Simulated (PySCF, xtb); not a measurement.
CH6ClFOSi2, SMILES Cl[Si@H](F)[C@H](O)[SiH3]. The values are those of a single conformer.

Harmonic wavenumbers (cm⁻¹) from GFN2-xTB (xtb) at its own minimum, in rising order: 36, 93, 118, 136, 164, 204, 258, 328, 378, 477, 525, 554, 599, 659, 674, 749, 783, 788, 810, 851, 1025, 1096, 1135, 1326, 2250, 2276, 2304, 2387, 2936, 3545.

### Question
What does PBE-D3(BJ)/def2-SVP (PySCF 2.14.0) give at its own minimum? (Estimate from the structure and the level; the computed values follow.)

### Answer
46, 103, 137, 159, 179, 231, 283, 372, 417, 495, 535, 572, 659, 740, 798, 824, 872, 892, 903, 908, 1000, 1020, 1162, 1345, 2150, 2176, 2189, 2212, 2974, 3622. Paired by order, the mean absolute difference is 56 cm⁻¹ and the zero-point energies are 42.1 and 42.9 kcal/mol.
